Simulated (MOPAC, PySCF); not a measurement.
H₂BBr, SMILES `BBr`, neutral singlet in the gas phase. 

Z-matrix (Å, degrees):
```
B
H 1 1.1811
H 1 1.1811 2 124.54
Br 1 1.9002 2 117.72 3 -179.99
```
Charge 0, multiplicity 1.

All levels are single points at this geometry (M06-2X/def2-TZVP); Pople sets use spherical d functions. Orbital energies aren't observables, and empty levels follow the basis.

B3LYP/6-31G* in PySCF gives gap (eV) = 5.92.

### Question
Estimate the gap (eV) from each of these levels: B3LYP-D3(BJ)/def2-TZVP in PySCF; M06-2X/def2-TZVP in PySCF; BP86/6-31G* in PySCF; PBE/6-31G* in PySCF; HF/STO-3G in PySCF; AM1 in MOPAC; PM6 in MOPAC; PM7 in MOPAC.

### Answer

| level | gap (eV) |
|---|---|
| B3LYP-D3(BJ)/def2-TZVP in PySCF | 5.76 |
| M06-2X/def2-TZVP in PySCF | 8.35 |
| BP86/6-31G* in PySCF | 4.09 |
| PBE/6-31G* in PySCF | 4.06 |
| HF/STO-3G in PySCF | 14.55 |
| AM1 in MOPAC | 11.29 |
| PM6 in MOPAC | 9.45 |
| PM7 in MOPAC | 8.84 |
